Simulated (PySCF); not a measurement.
Bi(Me)2 (C2H6Bi), SMILES [CH3][Bi][CH3], multiplicity 2. Geometry: B3LYP-D3(BJ)/def2-SVP. The multiplicity is an assumed one; other spin states were not compared. The isomer is the one that the SMILES or the coordinates give; other isomers of the formula were not compared. The def2 effective core potentials stand for the cores of Bi; spin–orbit coupling is left out.

Computed equilibrium geometry at B3LYP-D3(BJ)/def2-SVP (PySCF confirms it by a frequency run) as bond lengths and angles, and its point group:
point group C2v.
Atoms: Bi1 C2 H3 H4 H5 C6 H7 H8 H9. Bonded distances (Å): Bi1–C2 2.304, Bi1–C6 2.304, C2–H3 1.099, C2–H4 1.100, C2–H5 1.100, C6–H7 1.100, C6–H8 1.100, C6–H9 1.099. Bond angles (°): C2–Bi1–C6 91.6, Bi1–C2–H3 109.7, Bi1–C2–H4 109.0, Bi1–C2–H5 109.0, H3–C2–H4 109.8, H3–C2–H5 109.8, H4–C2–H5 109.5, Bi1–C6–H7 109.0, Bi1–C6–H8 109.0, Bi1–C6–H9 109.7, H7–C6–H8 109.5, H7–C6–H9 109.8, H8–C6–H9 109.8.
Charge 0, spin multiplicity 2.
